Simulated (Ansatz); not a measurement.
Spectroscopic constants of LiAl, closed-shell singlet (the spin of the measured ground state).

The constants come from a fifth-degree fit in 1/R (seven points, main isotopes). In def2 and cc sets the state is the lowest found near the PBE0 minimum, followed along R. The singlet is held restricted.

Correlated levels freeze the inner cores; with def2 sets outer-core shells near the valence are correlated too. CBS: X⁻³ extrapolation of the correlation energy, Hartree–Fock from the larger set.

Codes used: Ansatz (Gaussian orbitals). 

Doubts at one or more of the structures used: a restricted determinant that unrestricted orbitals would lower (B2PLYP/def2-TZVPP, CCSD(T)/aug-cc-pV(T+d)Z, CCSD(T)/def2-TZVPP, CCSD(T)/aug-cc-pV(Q+d)Z, CCSD(T)/def2-QZVPP, CCSD(T)/aug-cc-pV(5+d)Z, CCSD(T)/CBS(aug-cc-pV(Q+d)Z, aug-cc-pV(5+d)Z)).

Quantity: ω_e, from seven points a level.

Costs are ratios of core time to PBE/def2-TZVPP (roughly 4 s), for whole runs (searches for the state included, and forces where a run took them) on one shared machine, so rough; each error counts from the measured 318.3 cm⁻¹ [NIST CCCBDB].

A star marks coupled-cluster runs past 200 virtual orbitals, where the program's memory plan changes under this machine's limit, so their costs aren't comparable with smaller runs.

```
level                                          basis functions   cost  error (cm⁻¹)
---------------------------------------------  ---------------  -----  ------------
B2PLYP/def2-TZVPP                                           61   ×0.6           -11
CCSD(T)/def2-TZVPP                                          61   ×0.7           -13
B3LYP/def2-TZVPP                                            61   ×0.9           -17
PBE/def2-TZVPP                                              61     ×1           -25
BHLYP/def2-TZVPP                                            61     ×1            -3
r2SCAN/def2-TZVPP                                           61     ×2           -21
wB97X-V/def2-TZVPP                                          61     ×3            11
CCSD(T)/aug-cc-pV(T+d)Z                                    101     ×4            -8
CCSD(T)/def2-QZVPP                                         105     ×6            -4
CCSD(T)/aug-cc-pV(Q+d)Z                                    169    ×20            -5
CCSD(T)/aug-cc-pV(5+d)Z                                    263  ×200*            -5
CCSD(T)/CBS(aug-cc-pV(Q+d)Z, aug-cc-pV(5+d)Z)                -  ×300*            -5
```

The cheapest listed level whose error stays within 3 cm⁻¹: BHLYP/def2-TZVPP (-3 cm⁻¹, cost ×1).

With a budget of 10 times the cost of PBE/def2-TZVPP, the closest level: BHLYP/def2-TZVPP, at -3 cm⁻¹; next is CCSD(T)/def2-QZVPP at -4 cm⁻¹.

With a budget of 100 times the cost of PBE/def2-TZVPP, the closest level: BHLYP/def2-TZVPP, at -3 cm⁻¹; next is CCSD(T)/def2-QZVPP at -4 cm⁻¹.

What the step from CCSD(T)/aug-cc-pV(T+d)Z to CCSD(T)/aug-cc-pV(Q+d)Z costs and buys: 101 to 169 functions, cost ×5 (rough); the error goes from -8 to -5 cm⁻¹.

Ansatz is a quantum-chemistry and plane-wave program.
